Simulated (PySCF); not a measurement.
## Dipole moment and polarisability of `C=C[SiH2]N`

Compound: C2H7NSi.
Structure used (PBE0-D3(BJ)/def2-SVP), in Å, numbered top down from 1:
```
atom  x, y, z in Å
C1    -2.1158   -0.0069   -0.4381
C2    -1.0244    0.0751    0.3319
Si3    0.5758   -0.7968   -0.0773
N4     1.8692    0.3553   -0.1092
H5    -3.0528    0.5025   -0.1848
H6    -2.1220   -0.5939   -1.3643
H7    -1.0755    0.6822    1.2459
H8     0.9510   -1.7953    0.9720
H9     0.3192   -1.5505   -1.3541
H10    2.8250    0.0293   -0.0202
H11    1.8190    1.1446   -0.7440
```

Level: CAM-B3LYP/def2-SVPD (PySCF), static field, nuclei fixed, core orbitals frozen in the response. The polarisability tensor in these axes (au):

```
x   73.91 -2.26  5.98
y   -2.26 53.95  1.96
z    5.98  1.96 55.14
```

**Question.** Diagonalise the tensor; give its mean and Δα, where Δα² is half the sum of the squared differences of the eigenvalues.

**Answer.** Principal values 51.09, 56.13 and 75.78 au; mean 61.00 au = 9.04 Å³ = 10.06 × 10⁻⁴⁰ C²·m²/J; Δα = 22.59 au (37 % of the mean).

**Question.** What is the dipole moment, and where does it point?

**Answer.** (0.35, 0.64, -0.64) D, 0.97 D in size, pointing from the negative to the positive side. Measured along this direction, the outermost atoms are H8 at the negative end and H11 at the positive end.

**Question.** Traceless (Buckingham) quadrupole moment about the centre of nuclear charge: eigenvalues?

**Answer.** -4.20, -1.73, 5.93 D·Å. The values depend on the origin, since the dipole doesn't vanish. The electronic extent ⟨r²⟩ about the same centre is 478 bohr², a root-mean-square distance of 1.83 Å for the 40 electrons.

**Question.** Sum over states: ᾱ = Σ f/ω², ω in Eh. What share falls to these 10 lowest TDDFT singlets (eV, f)? 6.11, 0.0134; 6.73, 0.0162; 7.09, 0.2441; 7.30, 0.1515; 7.60, 0.0482; 7.77, 0.0318; 8.02, 0.0313; 8.13, 0.0053; 8.29, 0.0127; 8.34, 0.0030.

**Answer.** They add up to 7.83 au, 12.8 % of the 61.00 au; the largest single term is 3.60 au, from the state at 7.09 eV. Terms in order: 0.27, 0.27, 3.60, 2.10, 0.62, 0.39, 0.36, 0.06, 0.14, 0.03 au. Higher excitations give the rest. The strengths listed sum to 0.558.

**Question.** In a dilute gas of rigid molecules at 350 K, how does the orientational term μ²/3kT compare with the electronic polarisability?

**Answer.** In Gaussian units μ²/3kT = 6.50 Å³ against 9.04 Å³, a ratio of 0.72; the Debye molar polarisation (4π/3)N_A(α + μ²/3kT) is 39.2 cm³/mol, leaving out the vibrational part.

**Question.** What would n − 1 = 2πNα be for an ideal gas of these molecules at 400 K and 1 atm, electronic part alone?

**Answer.** N = p/kT = 1.8347 × 10¹⁹ cm⁻³, so n − 1 = 2π × N × 9.04 × 10⁻²⁴ cm³ = 1042 × 10⁻⁶ at long wavelengths, for an ideal gas.

Geometry: PBE0-D3(BJ)/def2-SVP, one conformer, isolated molecule.
